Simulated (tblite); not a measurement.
Start geometry of `COC1=C(C)C[P@](C)(=O)C1` from a force field or distance geometry (Å):
```
atom  x, y, z in Å
C1    -2.1298    2.1878    0.5122
O2    -1.7188    1.1784   -0.4004
C3    -0.6607    0.4062    0.0814
C4    -0.6321   -0.9169   -0.0976
C5    -1.6999   -1.7573   -0.7164
C6     0.5961   -1.6269    0.4120
P7     1.7135   -0.2640    0.7809
C8     2.7627   -0.0680   -0.6392
O9     2.4635   -0.3927    2.0827
C10    0.5146    1.0685    0.7248
H11   -3.0735    2.6134    0.1271
H12   -2.3394    1.7741    1.5098
H13   -1.4037    2.9967    0.5795
H14   -2.0563   -2.5102   -0.0199
H15   -2.5623   -1.1504   -1.0405
H16   -1.3065   -2.2680   -1.5939
H17    1.0303   -2.2851   -0.3397
H18    0.3671   -2.2097    1.3137
H19    3.3688    0.8311   -0.5425
H20    3.4297   -0.9307   -0.7416
H21    2.1617    0.0189   -1.5551
H22    0.8894    1.9109    0.1271
H23    0.2809    1.4209    1.7424
```

Question: What comes out of this run: tblite 0.8.0, GFN2-xTB geometry optimisation, gas phase?

Answer: 
```
atom  x, y, z in Å
C1    -2.0104    2.2990    0.3441
O2    -1.7494    1.0605   -0.2717
C3    -0.6972    0.3205    0.2043
C4    -0.6152   -0.9924   -0.0332
C5    -1.6312   -1.7882   -0.7870
C6     0.5973   -1.6866    0.5185
P7     1.7682   -0.3065    0.8423
C8     2.5874    0.0328   -0.7585
O9     2.6892   -0.4262    1.9785
C10    0.4237    0.9494    0.9841
H11   -2.9425    2.6538   -0.0932
H12   -2.1376    2.1947    1.4260
H13   -1.2233    3.0333    0.1444
H14   -1.9301   -2.6628   -0.2099
H15   -2.5044   -1.1761   -0.9915
H16   -1.2188   -2.1384   -1.7339
H17    1.0027   -2.4301   -0.1709
H18    0.3814   -2.1915    1.4659
H19    3.1695    0.9468   -0.6575
H20    3.2687   -0.7909   -0.9647
H21    1.8643    0.1324   -1.5619
H22    0.7253    1.9212    0.5895
H23    0.1776    1.0722    2.0434
```

The energy falls by 20.9 kJ/mol over 105 L-BFGS steps, the largest force on an atom goes from 3.93 to 0.009 eV/Å, and the atoms move by 0.280 Å rms after alignment. Among the bonds, P7–C8 and P7–C10 change most and about equally (+0.052 to +0.053 Å). Bonds longer at the end by more than 0.005 Å: 5 of 23; shorter: 11. Among the angles that change most is C1–O2–C3, from 113.0° to 117.7°. Among the dihedrals that turn most is C1–O2–C3–C10, from -46° to -21°. Rotational constants go from 1747, 840.1, 681.0 to 1717, 840.7, 676.1 MHz. The orientation of the end geometry is arbitrary; only internal coordinates are fixed.

Its GFN2-xTB frequencies are all real (lowest 19 cm⁻¹). The numbers are those of one conformer. 3 starts were optimised and ended at 0.00, 0.03 and 0.58 kcal/mol (GFN2-xTB); the lowest of these is shown.

All values are computed, not measured.
